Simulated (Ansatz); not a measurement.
`N=C([SiH3])Cl` + H₂ → `N=CCl` + SiH₄ at 500 K and 1 bar (hydrogenolysis of a C–Si bond).

Calculated with Ansatz (gas phase, PBE0-D4/def2-TZVP geometries, no zero-point term in ΔE). CCSD(T)/CBS adds triple-zeta CCSD(T) − MP2 to the extrapolated MP2 energy (def2 sets, frozen cores). This one scheme is used for every species. One conformer a species, not always the lowest.

| species | CCSD(T)/CBS energy (Eh) | H − E (kJ/mol) | S (J/(mol·K)) |
| --- | --- | --- | --- |
| `N=C([SiH3])Cl` | -843.98946 | 160.4 | 370.4 |
| H₂ | -1.17544 | 41.0 | 145.5 |
| `N=CCl` | -553.70684 | 105.7 | 288.6 |
| SiH₄ | -291.46306 | 102.4 | 230.9 |

H − E and S are ideal-gas, rigid-rotor, harmonic terms from PBE0-D4/def2-TZVP, for one conformer and one mirror image of each species. The MP2-based limit puts H₂ 0.8 mEh under its directly extrapolated value; such offsets cancel only in part. 1 Eh = 2625.50 kJ/mol, R = 8.31446 J/(mol·K).

Question: By hand: ΔE, ΔH, ΔS and ΔG.

Answer: ΔE = (-553.70684) + (-291.46306) − (-843.98946) − (-1.17544) = -0.00500 Eh = -13.1 kJ/mol. Δ(H − E) = 105.7 + 102.4 − 160.4 − 41.0 = 6.7, so ΔH = -6.4 kJ/mol. ΔS = 288.6 + 230.9 − 370.4 − 145.5 = 3.6 J/(mol·K). ΔG = -6.4 − 500 × (3.6)/1000 = -8.2 kJ/mol.

Question: By hand: the equilibrium constant, and the temperature at which ΔG would vanish if ΔH and ΔS stayed fixed.

Answer: log₁₀ K = −ΔG/(RT ln 10) = 0.9. ΔH and −TΔS have one sign here, so there is no such temperature. One of them is within its doubt of zero, so this could turn.

The number of gas molecules stays the same, so ΔS is small and ΔH decides. A doubt of 5 kJ/mol in ΔE shifts log₁₀ K by 0.5 here. Other conformers and mirror images would add mixing entropy, several J/(mol·K) or more a flexible species. These are equilibria of isolated gas molecules and say nothing of rates. Largest T1 diagnostic: 0.013 (customary marks: 0.02 for closed shells, 0.045 for open ones).
